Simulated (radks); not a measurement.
Species: Dy. Configuration: [Xe] 4f10 6s2. Calculated with a radial shooting solver on a logarithmic mesh with Libxc functionals: scalar-relativistic Kohn-Sham, PBE, spin-polarised, spherical densities, point nucleus; open shells are filled with parallel spins first (spin-orbit coupling, left out, can overturn this in heavy ions).

Unscreened Slater integrals over Kohn-Sham orbitals (hartree). They are taken over the spin-up orbitals.

F0(6s,6s): 0.22129
F0(6s,4f): 0.28986
G3(6s,4f): 0.0094154
F0(6s,5p): 0.27937
G1(6s,5p): 0.018806
F0(4f,4f): 1.1011
F2(4f,4f): 0.50826
F4(4f,4f): 0.31615
F6(4f,4f): 0.22671
F0(4f,5p): 0.70054
F2(4f,5p): 0.24095
G2(4f,5p): 0.13254
G4(4f,5p): 0.10007
F0(5p,5p): 0.58669
F2(5p,5p): 0.31414

Derived for the open shells (J is the average intra-shell exchange parameter used in DFT+U). 4f: F4/F2 = 0.622, F6/F2 = 0.446, J = (286 F2 + 195 F4 + 250 F6)/6435 = 0.04098 hartree.
